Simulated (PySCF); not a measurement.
Computed with delta-SCF UKS SCAN, pcX-2 on the ionised atom, pcseg-1 elsewhere, spin-free X2C in PySCF 2.14.0. Geometries: PBE0-D3(BJ)/def2-SVP; isolated species, one conformer each. Values against the vacuum level. The 2p values add to the ΔSCF energy of one spin-free hole a correction within the shell (spin–orbit coupling, ligand field).

Problem. Order these sites by rising C 1s binding energy.
A. C4 in `[CH3:1][O:2][B:3]([CH2:4][N:5]([CH3:6])[GeH3:7])[O:8][CH3:9]`
B. C4 in `[SiH3:1][O:2][SiH:3]1[CH2:4][CH:5]=[CH:6][CH2:7]1`
C. Carbon in `[SiH2]([SiH2]/C=N\[H])[SiH3]`
D. C1 in `[CH3:1][C:2]#[N+:3][GaH2-:4][Br:5]`

Solution. B (290.06 eV), A (290.64 eV), C (291.53 eV), D (293.59 eV).

From the lowest up, the atoms are bonded to: C, 2 H and Si (290.06); N, 2 H and B (290.64); N (double bond), H and Si (291.53); C and 3 H (293.59).

Problem. Rank by computed Si 1s binding energy, lowest first.
A. Si4 in `[H]/[N:1]=[CH:2]\[SiH2:3][SiH2:4][SiH3:5]`
B. Silicon in `[SiH3][N]([SiH3])[GeH2][SH]`
C. Si1 in `[SiH3:1][O:2][SiH:3]1[CH2:4][CH:5]=[CH:6][CH2:7]1`
D. Si2 in `[OH:1][SiH2:2][S:3][SiH3:4]`

Solution. A (1846.01 eV), B (1846.88 eV), C (1847.38 eV), D (1847.88 eV).

The highest is bonded to O, S and 2 H, the lowest to 2 H and 2 Si; the range is 1.87 eV.

Problem. Rank by computed Si 2p3/2 binding energy, lowest first.
A. Si4 in `[OH:1][SiH2:2][S:3][SiH3:4]`
B. Si3 in `[SiH3:1][O:2][SiH:3]1[CH2:4][CH:5]=[CH:6][CH2:7]1`
C. Si4 in `[H]/[N:1]=[CH:2]\[SiH2:3][SiH2:4][SiH3:5]`

Solution. C (106.34 eV), B (106.91 eV), A (107.49 eV).

The highest is bonded to S and 3 H, the lowest to 2 H and 2 Si; the range is 1.15 eV.

1 of these hole states is spin-contaminated (⟨S²⟩ 0.86, against 0.75; counted from 0.85) and less certain.
